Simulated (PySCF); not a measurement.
CH₅ClF₂Si₂, SMILES F[Si@@H](CF)[SiH2]Cl.

Coordinates come from a B3LYP-D3(BJ)/def2-SVP optimisation. The structure was generated by enumeration; whether it is a known compound was not checked. One conformer was computed; it need not be the lowest.

Two levels are set side by side: TDDFT-PBE/def2-SVPD (PySCF) and TDDFT-M06-2X/def2-SVPD (PySCF). Vertical, same geometry. The lowest singlet is HOMO→LUMO 97 % with PBE and HOMO→LUMO 95 % with the other functional; states are paired by order. Differences are taken from unrounded values.

| quantity | TDDFT-M06-2X |
|---|---|
| lowest singlet excitation (eV) | 6.14 |
| lowest triplet excitation (TDA) (eV) | 5.62 |
| first bright state (f over 0.05) (eV) | 7.73 |
| its oscillator strength | 0.09 |

Q: What does TDDFT-PBE give, and how far is it from TDDFT-M06-2X? (The exact figures need the calculation; the answer reports its results.)

A: 
```json
[
 {"quantity": "lowest singlet excitation (eV)", "TDDFT-PBE": "5.42", "TDDFT-PBE minus TDDFT-M06-2X": "-0.72"},
 {"quantity": "lowest triplet excitation (TDA) (eV)", "TDDFT-PBE": "4.91", "TDDFT-PBE minus TDDFT-M06-2X": "-0.71"},
 {"quantity": "first bright state (f over 0.05) (eV)", "TDDFT-PBE": "6.88", "TDDFT-PBE minus TDDFT-M06-2X": "-0.85"},
 {"quantity": "its oscillator strength", "TDDFT-PBE": "0.06", "TDDFT-PBE minus TDDFT-M06-2X": "-0.04"}
]
```

A lower first singlet is the usual sign of a functional without exact exchange. Differences between two approximate levels are no errors against the true value.

Rough cost on one machine, each run with all the roots and properties that it gave: TDDFT-M06-2X against TDDFT-PBE about 20 times.
